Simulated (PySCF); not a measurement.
Calculation: PySCF with B3LYP-D3(BJ)/def2-TZVP // B3LYP-D3(BJ)/def2-SVP. Isolated molecules, 0 K electronic values unless said otherwise. One relaxed conformer stands for a flexible species; it need not be the lowest. B3LYP has the VWN-RPA correlation part, as in Gaussian. Delta-SCF ions had no search for a lower state. 

Reference species (SMILES): `Br[Si](Br)(Br)Br` (neutral, multiplicity 1).

```
Item                                      Result
--------------------------------------  --------
S1 oscillator strength                     0.000
vertical ionisation energy (Delta-SCF)  10.34 eV
```

Changed species: `CC[Si](CC)(CC)CC` (4 of 4 Br replaced by C2H5; the reference has 0 of 4 Br replaced by C2H5).

What does the change do to the S1 oscillator strength and vertical ionisation energy (Delta-SCF)?

the S1 oscillator strength hardly moves; the vertical ionisation energy (Delta-SCF) falls by 1.13 eV, to 9.21 eV.
